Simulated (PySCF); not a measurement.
**Identify the compound**

An unknown has the formula C$_{8}$H$_{10}$FOP. Its calculated NMR data are:

¹H NMR (400 MHz, computed): δ 7.30 (m, 1H), 6.71 (m, 1H), 6.31 (m, 1H), 5.89 (m, 1H), 2.20 (m, 3H), 2.18 (m, 3H).

¹³C{¹H} NMR (computed): δ 173.9 (C), 145.5 (C), 143.6 (C), 133.4 (CH), 130.4 (CH2), 118.3 (C), 12.2 (CH3), 9.3 (CH3).

Computational details: structure optimised with GFN2-xTB, shieldings: GIAO PBE0/pcSseg-1, in PySCF 2.14 (one computed conformer, no solvent, non-relativistic Hamiltonian, fast rotation and ring inversion assumed for equivalent nuclei).

Chemical shifts δ = σref − σ; TMS for ¹H and ¹³C, all at this level.

Problem. Choose the structure that fits.
A. C=C[P@@]1(=O)C(F)=CC(C)=C1C
B. C=CC1=C(C)[P@@H](=O)C(C)=C1F
C. CP(C)(=O)c1ccc(F)cc1

Solution. B. 

- 8 carbon signals for 8 carbons: no two carbons are equivalent.
- Carbon types of the structure: 4 × C, 1 × CH, 1 × CH2, 2 × CH3, leaving 1 H on heteroatoms.
- δC 173.9, 145.5, 143.6, 118.3: fully substituted alkene carbon.
- δC 133.4: alkene CH; as expected for a trigonal carbon in a double bond.
- δC 130.4: terminal =CH2 carbon; the olefinic region.
- δH 6.71: hydrogen on an alkene CH; attached to an sp2 carbon and in the plane of the double bond.
- δH 6.31, 5.89: hydrogen on a terminal =CH2 carbon; olefinic region.

The others: CP(C)(=O)c1ccc(F)cc1 would give 5 carbon signals, not 8; C=C[P@@]1(=O)C(F)=CC(C)=C1C has carbons computed at 178.3, 148.5, 147.6, 136.9, 128.8, 124.3, 18.3, 10.3, with a different DEPT pattern.

Splittings by ¹⁹F and ³¹P in the carbon and heteronuclear signals aren't shown, as no couplings were computed. Shifts are as computed. Against solution values, carbons near 30 ppm lie about +3 ppm off and those near 130 ppm about +5 ppm. Of 1211 compounds with measured shifts, 218 miss one by over three times the rms of a fit or turn the order of signals round; such compounds aren't used in these exercises. No couplings were computed; multiplicities are counted from neighbouring protons, with m where these are inequivalent, close in shift, in a saturated or five-membered ring or joined by F or P, and br s for small geminal =CH2 splittings.
